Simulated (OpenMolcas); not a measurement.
**Ni⁵⁺: effect of the basis set**

| Item | Value |
| --- | --- |
| Program | OpenMolcas 26.06 |
| Method | MS-CASPT2, IPEA 0.25 Eh, imaginary shift 0.1 Eh (closed shells correlated: 3s 3p) |
| Active space | 5 electrons in 5 orbitals (3d) |
| State averaging | 2S+1 = 6 even, 1 root; 2S+1 = 4 even, 24 roots; 2S+1 = 2 even, 75 roots |
| Spin-orbit coupling | state interaction with AMFI integrals over the reference wave functions, term energies averaged over their components |

A. ANO-R1 [5s4p2d1f], X2C, finite nucleus; CASPT2 step roughly 7 core-seconds
B. ANO-L-VTZP [6s5p3d2f1g], non-relativistic, point nucleus; CASPT2 step of the order of 20 core-seconds
C. ANO-RCC-VTZP [6s5p3d2f1g], DKH2, point nucleus; CASPT2 step roughly 14 core-seconds
D. ANO-R2 [6s5p4d2f1g], X2C, finite nucleus; CASPT2 step of the order of 13 core-seconds
E. ANO-RCC-VQZP [7s6p4d3f2g1h], DKH2, point nucleus; CASPT2 step of the order of 29 core-seconds
F. ANO-R3 [7s5p5d3f2g1h], X2C, finite nucleus; CASPT2 step of the order of 27 core-seconds

Energies in cm-1 above 3d5 6S 5/2, the measured ground level; measured values from Corliss and Sugar, J. Phys. Chem. Ref. Data 10, 197 (1981).

| Level | A | B | C | D | E | F | Measured |
| --- | --- | --- | --- | --- | --- | --- | --- |
| 3d5 6S 5/2 | 0.0 | 0.0 | 0.0 | 0.0 | 0.0 | 0.0 | 0.0 |
| 3d5 4G 5/2 | 44990 | 43500 | 43260 | 43600 | 42990 | 42840 |  |
| 3d5 4G 7/2 | 45080 | 43590 | 43340 | 43680 | 43070 | 42920 |  |
| 3d5 4G 11/2 | 45110 | 43620 | 43360 | 43710 | 43100 | 42940 | 41921 |
| 3d5 4G 9/2 | 45130 | 43650 | 43380 | 43730 | 43120 | 42970 |  |
| 3d5 4P 5/2 | 48760 | 47730 | 47610 | 47990 | 47360 | 47160 | 45884 |
| 3d5 4P 3/2 | 48960 | 47950 | 47810 | 48190 | 47550 | 47360 | 46104 |
| 3d5 4P 1/2 | 49180 | 48210 | 48050 | 48420 | 47790 | 47600 | 46325 |
| 3d5 4D 7/2 | 53880 | 52110 | 51820 | 52170 | 51550 | 51380 | 50331 |
| 3d5 4D 1/2 | 54110 | 52360 | 52050 | 52400 | 51780 | 51610 |  |
| 3d5 4D 3/2 | 54260 | 52560 | 52240 | 52580 | 51960 | 51800 |  |
| 3d5 4D 5/2 | 54290 | 52600 | 52280 | 52620 | 52000 | 51830 |  |
| 3d5 2I 11/2 | 65790 | 63670 | 63290 | 63850 | 62900 | 62640 | 61196 |
| 3d5 2I 13/2 | 66010 | 63890 | 63490 | 64040 | 63100 | 62840 | 61280 |
| 3d5 2D 5/2(1) [67 %] | 68370 | 66780 | 66600 | 67170 | 66220 | 65940 | 64152 |
| 3d5 2D 3/2(1) | 69480 | 67880 | 67610 | 68160 | 67230 | 66970 | 65174 |
| 3d5 2F 7/2(1) | 71730 | 70130 | 69880 | 70430 | 69450 | 69170 | 67085 |
| 3d5 4F 9/2 | 73330 | 71180 | 70800 | 71260 | 70450 | 70230 |  |
| 3d5 4F 7/2 | 73480 | 71360 | 70970 | 71430 | 70610 | 70400 |  |
| 3d5 4F 3/2 | 73870 | 71800 | 71370 | 71820 | 71000 | 70790 |  |
| 3d5 2H 9/2 [68 %] | 78090 | 75920 | 75570 | 76150 | 75140 | 74840 | 72909 |
| 3d5 2H 11/2 | 78970 | 76950 | 76560 | 77140 | 76090 | 75800 | 73757 |
| 3d5 2G 7/2(1) | 80120 | 77590 | 77130 | 77660 | 76700 | 76410 | 74628 |
| 3d5 2G 9/2(1) [66 %] | 80860 | 78470 | 77980 | 78520 | 77530 | 77250 | 75442 |

Deviations, from unrounded energies. A percentage is the sum of absolute deviations over the sum of measured energies, with the sign that they share, or ± where signs differ.

```csv
Against measurement,Levels,A,B,C,D,E,F
mean absolute deviation (cm-1),14,4200,2500,2200,2700,1800,1600
other terms of the ground configuration (%),14,+7.0,+4.1,+3.6,+4.4,+3.0,+2.6
```

F lies closest to measurement on these levels and A furthest from it. The largest miss of F in the table is 3d5 2F 7/2(1), by +2100 cm-1. The ranking rests on the paired levels alone, and a cruder setting can come out closer through cancelling errors.

Among A to F the level of the table that moves most is 3d5 2G 7/2(1), by 3700 cm-1 (lowest in F, highest in A). Moves below CASPT2's spread within the term are not significant.

CASPT2 does not keep the components of a term degenerate, so their means are used; among the terms shown or strongly mixed into the levels shown the widest spread is 660 cm-1 (3d5 4F, C). Blocks of more than 70 roots (2S+1 = 2 even) ran without multistate coupling. The basis is small and was not contracted for so high a charge (holds for A). Computed and measured levels are paired by configuration, term and J; levels that our copy of the source lacks, or whose pairing is in doubt (as where it misses far off the trend of its configuration), stay unpaired and out of the deviations. Levels of configurations outside the active space are missing. Levels that lie high or do not pair safely by name in every column are left out.

A share in square brackets marks a mixed level and gives the weight of the term that names it, the lowest over the columns. A number in round brackets counts repeated terms of one configuration in the order of the reference energies.
